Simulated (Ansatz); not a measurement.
Cartesian coordinates in Å:
```
N 1.2000 0.6413 0.1065
Si -0.2276 -0.3209 0.0280
F 0.1140 -1.7924 0.4465
F -0.8158 -0.3602 -1.4308
F -1.3341 0.2145 1.0100
H 1.0634 1.6178 -0.1602
```

Charge 0, multiplicity 2.

Q: List the PBE/def2-TZVPP orbital energies in eV (the Gaussian-basis code of Ansatz). (An estimate is asked.)

A: The calculation gave: α occupied: -1782.46, -660.75, -660.75, -660.61, -382.16, -139.94, -96.71, -96.71, -96.64, -31.02, -30.32, -30.23, -21.85, -14.60, -12.86, -12.82, -12.49, -11.38, -11.36, -11.16, -10.88, -10.56, -10.25, -8.62, -8.11. α empty: -0.45, 1.02, 1.36, 1.61, 2.66, 4.55, 4.74, 5.04. β occupied: -1782.46, -660.73, -660.73, -660.61, -381.70, -139.94, -96.71, -96.71, -96.64, -30.99, -30.29, -30.22, -20.69, -14.52, -12.80, -12.77, -12.36, -11.35, -11.33, -11.00, -10.77, -10.50, -10.23, -7.62. β empty: -6.01, -0.27, 1.09, 1.40, 2.00, 2.78, 4.75, 4.79. ⟨S²⟩ = 0.753.
